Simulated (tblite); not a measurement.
Compound: C3H7OSSi (doublet state).
Atom-mapped SMILES: `[SiH3:1][S:2][C@H:3]1[CH:4][O:5][CH2:6]1` (hydrogens: H7, H8, H9 on Si1; H10 on C3; H11 on C4; H12, H13 on C6)

Geometry (GFN2-xTB, Å), atoms numbered from 1 in this order:
```xyz
13
C3H7OSSi angstrom
Si     2.0065    0.5898   -0.0748
S      0.6682   -0.2285    1.3881
C     -1.0024   -0.1987    0.5021
C     -1.2191    0.8181   -0.5150
O     -1.1859   -0.0520   -1.5840
C     -1.1103   -1.1659   -0.6807
H      1.7240    2.0120   -0.2230
H      1.8217   -0.1216   -1.3328
H      3.3048    0.3331    0.5203
H     -1.6992   -0.3008    1.3300
H     -1.0561    1.8702   -0.6177
H     -0.2372   -1.7872   -0.8785
H     -2.0196   -1.7678   -0.7131
```

Computed with GFN2-xTB (tblite): harmonic, unscaled wavenumbers at the GFN2-xTB geometry, gas phase. This tight-binding method is rough: wavenumbers can miss measured ones by several per cent, in bad cases by 10 to 20. Modes of hydrogen on silicon can be 10 to 20 % off. One conformer, not necessarily the lowest. Open shells enter through the occupations alone, without spin polarisation, and single modes of such species can be off by tens of per cent.

Harmonic wavenumbers (cm⁻¹): 44.3, 103.4, 112.4, 185.3, 263.0, 321.8, 434.5, 497.3, 526.2, 541.8, 567.2, 757.1, 773.1, 779.8, 855.4, 936.8, 970.4, 1018.5, 1060.6, 1093.2, 1127.8, 1129.4, 1189.1, 1219.9, 1294.1, 1448.4, 2308.9, 2320.1, 2375.3, 2975.8, 2987.8, 2997.8, 3166.8.

A = 3841, B = 1755, C = 1439 MHz; mass 118.999 u (most abundant isotopes); point group C1, symmetry number 1; spin multiplicity 2.

**Question.** Zero-point energy?

**Answer.** Half the sum of the wavenumbers: 19192 cm⁻¹ = 229.58 kJ/mol.

**Question.** Give the ideal-gas entropy at 298.15 K and 1 bar in the rigid-rotor, harmonic-oscillator model (classical rotation).

**Answer.** Translation 168.46, rotation 116.72, vibration 90.45, spin (R ln 2) 5.76: S = 381.4 J/(mol K).

**Question.** And Cp and H(298.15 K) − H(0)?

**Answer.** Cp = 128.90 J/(mol K), of which vibrations give 95.64 (their classical limit is 33 R = 274.4); H(298.15 K) − H(0) = 24.13 kJ/mol without the zero-point energy, 14.22 from vibrations.

**Question.** Blend soft modes into free rotors: weight 1/[1 + (100 cm⁻¹/ν̃)⁴] for the oscillator and the rest for a rotor with moment μB/(μ + B), μ = h/(8π²ν), B = 10⁻⁴⁴ kg m². What vibrational entropy results?

**Answer.** 82.99 J/(mol K) in place of 90.45, which changes −T·S at 298.15 K by +2.22 kJ/mol.

**Question.** What must be added to the electronic energy to get the Gibbs energy at 298.15 K and 1 bar?

**Answer.** ZPE + [H(298.15 K) − H(0)] − T·S = 229.58 + 24.13 − 113.71 = 140.00 kJ/mol.

Hindered rotation and anharmonicity are outside this model. Other conformers, if any are populated, would add a mixing term that is left out. The structure is chiral; the term R ln 2 for an equal mix with its mirror image is left out.

Time: 0.28 s. Hardware: one thread of an Arm Neoverse V2, no GPU, shared host. This covers the Hessian and the dipole derivatives.
